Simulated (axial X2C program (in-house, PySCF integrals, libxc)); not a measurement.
## Low determinants of CSe⁺ at the PBE0 level, with spin–orbit coupling

Computed with an in-house all-electron X2C program for linear molecules (integrals from PySCF). Two-component (2c) means X2C with spin–orbit coupling and atomic mean-field two-electron Coulomb and Gaunt terms. Basis: Se dyall-cv3z [8s9p6d4f1g], C dyall-v3z [7s6p2d1f] (cores contracted in-house); Gaussian nuclei, density fitting, unrestricted open shells. Masses: Se 79.917 u, C 12.000 u.

Search at 1.627 Å (vertical energies from the lowest determinant):

```json
{"ΔE (eV)": "0.00", "state": "Ω = 1/2", "electrons beyond evenly filled partner blocks": "ω = 1/2", "electrons in ±ω = 1/2, 3/2, 5/2, 7/2": "27 10 2 0"}
{"ΔE (eV)": "1.34", "state": "Ω = 3/2", "electrons beyond evenly filled partner blocks": "ω = 3/2", "electrons in ±ω = 1/2, 3/2, 5/2, 7/2": "28 9 2 0"}
{"ΔE (eV)": "3.52", "state": "Ω = 7/2", "electrons beyond evenly filled partner blocks": "ω = 1/2, 2 × ω = 3/2", "electrons in ±ω = 1/2, 3/2, 5/2, 7/2": "27 10 2 0"}
{"ΔE (eV)": "3.71", "state": "Ω = 3/2", "electrons beyond evenly filled partner blocks": "ω = 3/2", "electrons in ±ω = 1/2, 3/2, 5/2, 7/2": "26 11 2 0"}
{"ΔE (eV)": "4.31", "state": "Ω = 1/2", "electrons beyond evenly filled partner blocks": "2 × ω = -1/2, ω = 3/2", "electrons in ±ω = 1/2, 3/2, 5/2, 7/2": "28 9 2 0"}
{"ΔE (eV)": "4.42", "state": "Ω = 5/2", "electrons beyond evenly filled partner blocks": "ω = -1/2, 2 × ω = 3/2", "electrons in ±ω = 1/2, 3/2, 5/2, 7/2": "27 10 2 0"}
{"ΔE (eV)": "4.50", "state": "Ω = 3/2", "electrons beyond evenly filled partner blocks": "3 × ω = 1/2", "electrons in ±ω = 1/2, 3/2, 5/2, 7/2": "27 10 2 0"}
```

Lowest determinant, Ω = 1/2 (⟨Sz⟩ = 0.50, ⟨Lz⟩ = 0.00 at PBE0): Re = 1.621 Å, ωe = 1142.6 cm⁻¹.

The determinant in row 2 of the search, Ω = 3/2 (⟨Sz⟩ = 0.50, ⟨Lz⟩ = 1.00 at PBE0), was followed along the bond at PBE0; measured from the minimum of the lowest determinant it gives:

Te = 0.937 eV (7558 cm⁻¹), Re = 1.773 Å, ωe = 876.3 cm⁻¹.

(1) Compare the bond of the determinant in row 2 with that of the lowest one.

The search compares states at one distance, so a state with another bond length can lie lower; it is not exhaustive and yields mostly the lowest determinant of each block pattern, so other components and higher states of one pattern are missing. These are energies of single determinants, not of spin-adapted states; PBE0 term energies can be off by some tenths of an eV, and the functional has no current term.

Answers

(1) At PBE0 its Re is 0.152 Å longer and its force constant, which goes as ωe², is 0.59 times that of the lowest determinant. T0 ≈ Te + Δωe/2 = 7558 + (-133) = 7425 cm⁻¹.
